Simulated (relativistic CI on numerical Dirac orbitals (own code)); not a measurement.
**Hyperfine structure of Ag XXIV, mass number 107**

Computed by Dirac-Coulomb-Breit CI, KLI orbitals optimised for each configuration, a model potential for QED, unscaled Slater integrals (own radial code, finite nucleus).

CI space (outside the closed core [Ne]): 3s2 3p6 3d6, 3s2 3p5 3d7, 3s2 3p4 3d8, 3s 3p6 3d7, 3p6 3d8, 3s 3p5 3d8, 3s2 3p6 3d5 4s, 3s2 3p6 3d5 4p, 3s2 3p6 3d5 4d, 3s2 3p4 3d7 4s, 3s2 3p6 3d5 4f, 3s2 3p5 3d6 4s, 3s2 3p6 3d4 4s2, 3s2 3p6 3d5 5s, 3s 3p6 3d6 4s, 3s2 3p6 3d5 5p. Levels of other configurations are missing.

Nuclear spin I = 1/2, μ = -0.11352 μN (tables of Stone and Pyykkö). The electronic factors are computed for point nuclear moments, without core polarisation or the Bohr-Weisskopf and QED corrections.

| Level | E (cm⁻¹) | A (MHz) |
| --- | --- | --- |
| 3s2 3p6 3d6 5D_4 | 0.0 | -1435 |
| 3s2 3p6 3d6 5D_2 | 28601.8 | -1374 |
| 3s2 3p6 3d6 5D_3 | 33251.5 | -1019 |
| 3s2 3p6 3d6 5D_1 | 48120.6 | -1190 |
| 3s2 3p6 3d6 3H_6 | 102012.5 | -2162 |
| 3s2 3p6 3d6 3H_5 | 102233.4 | -2004 |
| 3s2 3p6 3d6 3F_3 | 118104.6 | -2386 |
| 3s2 3p6 3d6 3F_2 | 120961.9 | -2863 |

Levels with J = 0, under 50 % of one LS term, or S terms without an open s electron are left out. Small factors come from cancelling terms and can be off by tens of per cent or more.

At this charge energies of transitions that change n are usually good to better than 1 %, and those within a shell (Δn = 0) to a few per cent. Terms inside the open d or f shell come out 10 to 20 % too wide with unscaled integrals.

Task: Give the hyperfine levels of 3s2 3p6 3d6 5D_4 relative to its centre of gravity.

Result: With K = F(F + 1) − I(I + 1) − J(J + 1), E = AK/2: F = 7/2: 3587, F = 9/2: -2870 MHz.

LS names give the leading component of a level, which can be under half, so a name can repeat, a term be missing and a line seem to break the LS rules.
